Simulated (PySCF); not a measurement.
F2Mn (SMILES [F][Mn][F]), sextet, geometry from GFN2-xTB (such geometries of metal compounds can be far from the true shape); PBE0/STO-3G (PySCF).

Here is a job for PySCF.
```python
from pyscf import gto, scf, dft

mol = gto.M(
    atom='''
Mn    0.009789    0.000267   -0.001718
F    -0.241809    1.281989   -1.098969
F     0.214616   -1.282730    1.103741
''',
    basis='sto-3g',
    charge=0,
    spin=5,
    verbose=4,
)

mf = dft.UKS(mol)
mf.xc = 'pbe0'
mf.kernel()
```

Problem. Predict the main parts of the log of this PySCF run.

Solution. 
```
PySCF version 2.14.0

[INPUT] verbose = 4
[INPUT] num. atoms = 3
[INPUT] num. electrons = 43
[INPUT] charge = 0
[INPUT] spin (= nelec alpha-beta = 2S) = 5
[INPUT] symmetry False subgroup None
[INPUT] Mole.unit = angstrom
[INPUT] Symbol           X                Y                Z      unit          X                Y                Z       unit  Magmom
[INPUT]  1 Mn     0.009789000000   0.000267000000  -0.001718000000 AA    0.018498529033   0.000504556875  -0.003246549482 Bohr   0.0
[INPUT]  2 F     -0.241809000000   1.281989000000  -1.098969000000 AA   -0.456952784455   2.422608104705  -2.076750429387 Bohr   0.0
[INPUT]  3 F      0.214616000000  -1.282730000000   1.103741000000 AA    0.405565461950  -2.424008391763   2.085768202454 Bohr   0.0

nuclear repulsion = 152.156888794619
number of shells = 14
number of NR pGTOs = 84
number of NR cGTOs = 28
basis = sto-3g
ecp = {}

******** <class 'pyscf.dft.uks.UKS'> ********
method = UKS
initial guess = minao
damping factor = 0
level_shift factor = 0
DIIS = <class 'pyscf.scf.diis.CDIIS'>
diis_start_cycle = 1
diis_space = 8
diis_damp = 0
SCF conv_tol = 1e-09
SCF conv_tol_grad = None
SCF max_cycles = 50
direct_scf = True
direct_scf_tol = 1e-13
number electrons alpha = 24  beta = 19
XC library pyscf.dft.libxc version 7.1.2
    S. Lehtola, C. Steigemann, M. J. T. Oliveira, and M. A. L. Marques,  SoftwareX 7, 1–5 (2018)
XC functionals = pbe0
    C. Adamo and V. Barone,  J. Chem. Phys. 110, 6158 (1999)
    M. Ernzerhof and G. E. Scuseria,  J. Chem. Phys. 110, 5029 (1999)
radial grids:
    Treutler-Ahlrichs [JCP 102, 346 (1995); DOI:10.1063/1.469408] (M4) radial grids

becke partition: Becke, JCP 88, 2547 (1988); DOI:10.1063/1.454033
pruning grids: <function nwchem_prune>
grids dens level: 3
symmetrized grids: False
atomic radii adjust function: <function treutler_atomic_radii_adjust>
small_rho_cutoff = 0
Set gradient conv threshold to 3.16228e-05
tot grids = 49432
init E= -1332.59187106399

cycle= 1 E= -1331.54464730365  delta_E= 1.05  |g|= 1.38  |ddm|= 4.22

cycle= 2 E= -1315.58574312581  delta_E=   16  |g|= 2.65  |ddm|= 5.06
cycle= 3 E= -1334.98520399082  delta_E= -19.4  |g|= 0.383  |ddm|= 4.53

cycle= 4 E= -1335.13879966178  delta_E= -0.154  |g|= 0.181  |ddm|= 0.754
cycle= 5 E= -1335.1365515389  delta_E= 0.00225  |g|= 0.189  |ddm|= 0.0678
cycle= 6 E= -1335.13300581162  delta_E= 0.00355  |g|=  0.2  |ddm|= 0.022
cycle= 7 E= -1335.16534763309  delta_E= -0.0323  |g|= 0.0192  |ddm|= 0.313
cycle= 8 E= -1335.16617170369  delta_E= -0.000824  |g|= 0.00376  |ddm|= 0.0801
cycle= 9 E= -1335.16620302721  delta_E= -3.13e-05  |g|= 0.00232  |ddm|= 0.0184
cycle= 10 E= -1335.1662061899  delta_E= -3.16e-06  |g|= 0.00143  |ddm|= 0.00532
cycle= 11 E= -1335.1662079482  delta_E= -1.76e-06  |g|= 0.000146  |ddm|= 0.00248
cycle= 12 E= -1335.16620798459  delta_E= -3.64e-08  |g|= 3.3e-05  |ddm|= 0.000539
cycle= 13 E= -1335.16620798606  delta_E= -1.47e-09  |g|= 3.49e-06  |ddm|= 0.0001
cycle= 14 E= -1335.16620798608  delta_E= -2.61e-11  |g|= 4.98e-07  |ddm|= 1.58e-05
Extra cycle  E= -1335.16620798608  delta_E= -9.09e-13  |g|= 1.99e-07  |ddm|= 2.78e-06
converged SCF energy = -1335.16620798608  <S^2> = 8.7726465  2S+1 = 6.0075441
```
